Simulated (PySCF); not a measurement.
C₆ coefficients of unlike pairs at PBE

Calculated with PySCF 2.14 from the dipole response of each species, C₆(A,B) = (3/π) ∫ α_A(iu) α_B(iu) du, in atomic units, from isotropic polarisabilities. For ions this is the dispersion term alone; charge-induced terms of lower order in 1/R come first.

| species | configuration | basis | relativity | α (bohr³) | C₆ (like pair) |
| --- | --- | --- | --- | --- | --- |
| N(3+) | [He] 2s2 (1S) | dyall-acv3z (15s9p4d2f) | spin-free X2C | 2.089 | 2.062 |
| B(3+) | 1s2 (1S) | aug-cc-pVDZ (4s3p2d) | none | 0.009675 | 0.0005148 |
| Hf | [Xe] 4f14 5d2 6s2 (3F) | aug-cc-pVTZ-PP with ECP60MDF (6s6p5d3f2g) | core potential | 101.7 | 1358 |
| Mn(2+) | [Ar] 3d5 (6S) | def2-QZVPPD (11s6p5d4f2g) | none | 4.088 | 12.00 |

(1) Estimate C₆ for Mn(2+) with Hf.

No spin-orbit coupling is included.

The other pairs:

```csv
pair,C₆
"Mn(2+), N(3+)",4.804
"B(3+), N(3+)",0.01939
"Mn(2+), B(3+)",0.05901
"Hf, N(3+)",45.94
"Hf, B(3+)",0.3095
```

## Answers

(1) The integral gives 97.87. The combination rule 2 C_A C_B / (C_A α_B/α_A + C_B α_A/α_B) gives 92.31 and the geometric mean 127.6.
